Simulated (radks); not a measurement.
Question: Excited configurations of Sr III: one electron is placed in a higher orbital outside [Ar] 3d10 4s2 4p5. The ground configuration is [Kr]. Calculated with a radial shooting solver on a logarithmic mesh with Libxc functionals: Dirac Kohn-Sham, PBE, spin-unpolarised, spherical densities, finite nucleus; open shells fill j = l - 1/2 first; Fermi nuclear charge, rms radius 4.224 fm. Excitation = E - E(ground); binding = E(ion) - E, where the ion is the core of charge +3; n* = 3/sqrt(2 binding) in atomic units, and the quantum defect is n - n*.

outer orbital  excitation (eV)  binding (eV)     n*  quantum defect  eigenvalue (eV)  <r> (bohr)
4d3/2                   23.214        19.634  2.497           1.503          -14.869       2.316
4f5/2                   34.769         8.080  3.893           0.107           -6.316       5.453
5s1/2                   23.907        18.942  2.543           2.457          -15.845       3.370
5p1/2                   27.823        15.026  2.855           2.145          -12.481       3.938
5f5/2                   37.380         5.469  4.732           0.268           -4.489       9.329
6s1/2                   32.961         9.887  3.519           2.481           -8.478       6.391
6p1/2                   34.466         8.383  3.822           2.178           -7.142       7.244
6d3/2                   36.839         6.010  4.514           1.486           -5.085       9.524
7s1/2                   36.765         6.084  4.486           2.514           -5.273       10.34
7p1/2                   37.502         5.346  4.786           2.214           -4.618       11.49
7f5/2                   40.003         2.846  6.560           0.440           -2.447       20.17

Estimate the row for 7d3/2.

Answer: excitation (eV) 38.742; binding (eV) 4.107; n* 5.461; quantum defect 1.539; eigenvalue (eV) -3.533; <r> (bohr) 14.41. The Delta-SCF ionisation energy is 42.849 eV (NIST Atomic Spectra Database: 42.884 eV, measured). Self-interaction in the functional shifts the binding energies and quantum defects, so they are the method's values and not measured ones. Spin polarisation and multiplet splitting are left out, so open shells lie too high by an amount that depends on their filling.

Beside tabulated values, note that spin-unpolarised runs miss the spin-polarisation part of the exchange energy of open shells.
